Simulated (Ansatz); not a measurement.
Gas-phase reaction in SMILES: S(F)F + H+ → F[SH+]F (at S, the best of the heteroatom sites tried; carbon was not tried)

Wanted: proton affinity (electronic), in kcal/mol. Positive where the reaction releases energy. Conventions: non-relativistic; no dispersion term unless named; frozen cores in correlated levels; 6-311+G** with 5d, 6d on Na to Ar in Ansatz (a quantum-chemistry and plane-wave program); spin-orbit terms left out. CBS(X,Y): correlation extrapolated as X^-3; Hartree-Fock from the larger set. First-principles rows: single points at B3LYP-D3(BJ) geometries (Ansatz).

```csv
species,coefficient,"E at B3LYP/6-311+G** (Ansatz), Eh","E at wB97X-V/def2-TZVPD (Ansatz), Eh"
FSF,+1,-597.89885,-597.80290
H+,+1,0.00000,0.00000
F[SH+]F,-1,-598.14208,-598.06728
```

Coupled cluster (Ansatz) is a level with limits of its own, used here on species with T1 under 0.025 (0.045 for open shells) and stable references: CCSD(T)/CBS(cc-pV(T+d)Z,cc-pV(Q+d)Z). Value to compare with, CCSD(T)/CBS(cc-pV(T+d)Z,cc-pV(Q+d)Z) (Ansatz): 165.8 kcal/mol. 1 Eh = 627.5095 kcal/mol.

Q: Compute it at each level from the table, and compare with CCSD(T)/CBS(cc-pV(T+d)Z,cc-pV(Q+d)Z) (Ansatz).

A: 
- B3LYP/6-311+G**: the sum of coefficient times E is 0.24323 Eh, or 152.63 kcal/mol. Result: 152.6 kcal/mol. Its difference against CCSD(T)/CBS(cc-pV(T+d)Z,cc-pV(Q+d)Z) (Ansatz) is -13.2 kcal/mol.
- wB97X-V/def2-TZVPD: the sum of coefficient times E is 0.26438 Eh, or 165.90 kcal/mol. Result: 165.9 kcal/mol. Its difference against CCSD(T)/CBS(cc-pV(T+d)Z,cc-pV(Q+d)Z) (Ansatz) is 0.1 kcal/mol.
